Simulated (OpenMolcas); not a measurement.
4d⁴ along the 40-electron sequence

- Program: OpenMolcas
- Method: SS-CASPT2, IPEA 0.25 Eh, imaginary shift 0.1 Eh
- Basis: ANO-RCC-VTZP
- Scalar Hamiltonian: DKH2, point nucleus
- Spin-orbit coupling: RASSI with atomic mean-field integrals over the reference wave functions, term energies averaged over their components

Active space for each ion: 4 electrons in 10 orbitals (4d 5d); closed shells correlated by CASPT2: 4s 4p.

Computed levels in cm-1 above ⁵D₀:

```csv
Level,Ru4+,Rh5+,Pd6+,Ag7+
⁵D₁,490,683,974,1250
⁵D₂,1310,1779,2450,3060
⁵D₃,2340,3100,4150,5100
⁵D₄,3500,4570,5990,7260
³P₀(1),16690,18410,19950,21800
³H₄,18150,20110,22020,24260
³P₁(1),19120,21620,24140,26870
³H₅,19350,21770,24310,27140
³H₆,20350,23060,25970,29100
weight of ⁵D in the lowest level (%),97,96,94,92
```

Mixed levels, with the weight of the term that names them: Pd6+ ³H₄ (72 %), Ag7+ ³H₄ (69 %).

Measured, with the error of the calculation in %. Measured levels: Ag7+ from Atoms 5, 11 (2017), spectra Ag VII to Ag IX.

```
 Level          Ag7+
   ⁵D₁   1340 (-6.7)
   ⁵D₂   3212 (-4.7)
   ⁵D₃   5292 (-3.6)
   ⁵D₄   7443 (-2.5)
³P₀(1)  21309 (+2.3)
   ³H₄  23302 (+4.1)
³P₁(1)  26526 (+1.3)
   ³H₅  26250 (+3.4)
   ³H₆  28185 (+3.3)
```

The fine-structure level ⁵D₄ changes by a factor of 2.07 from Ru4+ to Ag7+. Its fourth root runs 7.69, 8.22, 8.80, 9.23, with steps per unit of Z of 0.53, 0.58, 0.43; equal steps would mean a (Z - σ)^4 law with constant σ.

³P₀(1) changes by a factor of 1.31 over the same range, with steps per unit of Z of +1720, +1540, +1850 cm-1.

CASPT2 does not keep the components of a term degenerate, so their means are used; among the terms shown or strongly mixed into the levels shown the widest spread is 77 cm-1 (4d⁴ ³G, Ru4+). Active for correlation alone: 5d; no level in the range computed is led by a configuration that fills it, so any true level of that kind is missing. Computed and measured levels are paired by configuration, term and J; levels that our copy of the source lacks, or whose pairing is in doubt (as where it misses far off the trend of its configuration), stay unpaired and out of the deviations. Only configurations of the active space appear.

A number in round brackets counts repeated terms of one configuration in the order of the reference energies.
